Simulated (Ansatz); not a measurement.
Isolated molecules relaxed with PBE0-D4/def2-TZVP in Ansatz; ΔE leaves out vibrations. CBS: MP2 limit from def2 TZ/QZ plus the TZ coupled-cluster correction, frozen cores. DFT in def2-TZVPP. HSE06 is defined as in plane-wave codes. For Br, Ga, Ge outer-core shells are correlated without core-valence functions, which leaves a few kJ/mol of doubt a bond. Scalar relativity is left out up to krypton. Each species was taken in one conformer, which may not be the lowest.

Reaction (redistribution): `O[B](F)[GeH3]` + `[Cl][GaH][Br]` → `O[BH][GeH3]` + `[F][Ga]([Cl])[Br]`

`O[B](F)[GeH3]`:

```xyz
8

O    -1.408   -1.090    0.920
B    -0.540   -0.911   -0.096
F    -0.511   -1.870   -1.012
Ge    0.719    0.735   -0.307
H    -1.404   -0.379    1.564
H     0.422    1.497   -1.608
H     0.529    1.713    0.870
H     2.194    0.305   -0.332
```

`[Cl][GaH][Br]`:

Cartesian coordinates in Å:
```
Cl 1.203 0.686 -1.516
Ga -0.143 0.137 0.039
Br 0.245 -1.884 1.003
H -1.305 1.061 0.474
```

`O[BH][GeH3]`:

Cartesian coordinates in Å:
```
O 0.007 0.004 -1.852
B 0.177 0.593 -0.651
Ge -0.158 -0.524 1.061
H 0.182 0.588 -2.597
H 0.516 1.747 -0.595
H -0.588 -1.974 0.777
H 1.115 -0.569 1.930
H -1.251 0.134 1.927
```

`[F][Ga]([Cl])[Br]`:

```xyz
4

F     0.825    0.825    1.389
Ga    0.057    0.025    0.054
Cl    1.255   -1.212   -1.160
Br   -2.138    0.362   -0.283
```

Q: Is it downhill or uphill in electronic energy at CCSD(T)/CBS, and by how much? (Estimate.)

A: Ansatz gave: Uphill: ΔE = +0.84 eV.

Q: What do these levels give: BLYP-D4, HSE06-D4, CAM-B3LYP-D4, r2SCANh, CCSD(T)/def2-TZVPP, MP2/CBS(def2)? (Best estimate.)

A: The calculation gave: BLYP-D4 0.83, HSE06-D4 0.89, CAM-B3LYP-D4 0.88, r2SCANh 0.89, CCSD(T)/def2-TZVPP 0.80, MP2/CBS(def2) 0.82 eV.

Largest T1 diagnostic among the species: 0.013.

Leaving LDA and LC-ωPBE aside and taking each functional with its dispersion term where it has one, the values, not all of them listed here, spread over 0.11 eV, from B2PLYP to B97M-V. LDA lies +0.17 eV from PBE without D4. At CCSD(T), def2-SVP lies −0.05 eV from the extrapolated value and def2-TZVPP −0.03 eV. In def2-TZVPP, CCSD(T) changes the Hartree–Fock value by −0.04 eV (the triples alone add −0.01 eV) and MP2 by −0.06 eV.
